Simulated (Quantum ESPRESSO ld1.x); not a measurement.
Question: These are the eigenvalues of the occupied orbitals of an atom or ion with whole-number occupations (eV). Calculated with ld1.x of Quantum ESPRESSO 7.5: Dirac Kohn-Sham, revPBE, spin-unpolarised, spherical densities, point nucleus.

1s1/2: -52010.455
2s1/2: -8785.122
2p1/2: -8357.445
2p3/2: -7610.784
3s1/2: -2105.066
3p1/2: -1919.352
3p3/2: -1765.129
3d3/2: -1445.718
3d5/2: -1412.076
4s1/2: -573.849
4p1/2: -500.761
4p3/2: -465.722
4d3/2: -344.943
4d5/2: -338.452
5s1/2: -214.468
4f5/2: -192.268
4f7/2: -191.186

Which element is it, and in what charge state? The configuration may be excited. Open shells, if any, are shared by 2j + 1.

Answer: Z = 65, terbium, charge +11: Tb11+ in [Kr] 4d10 4f6 5s2. The list shows which subshells hold electrons but not how many an open one holds; the 1s level, -1911.3 hartree, gives Z - s = 61.8 by -(Z - s)^2/2, which with screening and relativity narrows Z to a few neighbours, and the depths of the outer levels then fix element, charge and occupations together.
